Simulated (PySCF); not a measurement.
Be(Et) (C2H5Be), SMILES [Be][CH2]C, multiplicity 2.

Geometry optimised at PBE-D3(BJ)/def2-TZVP. The multiplicity is an assumed one; other spin states were not compared. The isomer is the one that the SMILES or the coordinates give; other isomers of the formula were not compared.

Method: PBE-D3(BJ)/def2-TZVP in PySCF.

No scaling factor is applied to the harmonic values.

Computed vibrational spectrum:
| mode | ν (cm⁻¹) | IR (km/mol) | moving atoms (share of kinetic energy) |
|---|---|---|---|
| 1 | 196 | 0.2 | H 82 %, Be 10 %, C 9 % |
| 2 | 229 | 0.0 | C 42 %, Be 41 %, H 17 % |
| 3 | 519 | 1.3 | H 78 %, C 18 % |
| 4 | 783 | 16.9 | Be 60 %, C 27 %, H 13 % |
| 5 | 881 | 1.6 | H 94 % |
| 6 | 914 | 10.7 | H 90 %, C 9 % |
| 7 | 987 | 12.6 | C 77 %, H 19 % |
| 8 | 1171 | 1.6 | H 58 %, C 40 % |
| 9 | 1204 | 0.0 | H 76 %, C 24 % |
| 10 | 1358 | 3.4 | H 84 %, C 16 % |
| 11 | 1377 | 5.1 | H 93 % |
| 12 | 1448 | 2.5 | H 96 % |
| 13 | 1457 | 7.9 | H 97 % |
| 14 | 2922 | 16.0 | H 95 % |
| 15 | 2957 | 44.5 | H 97 % |
| 16 | 2958 | 5.9 | H 91 %, C 9 % |
| 17 | 3014 | 23.9 | H 91 %, C 9 % |
| 18 | 3028 | 30.9 | H 91 %, C 9 % |
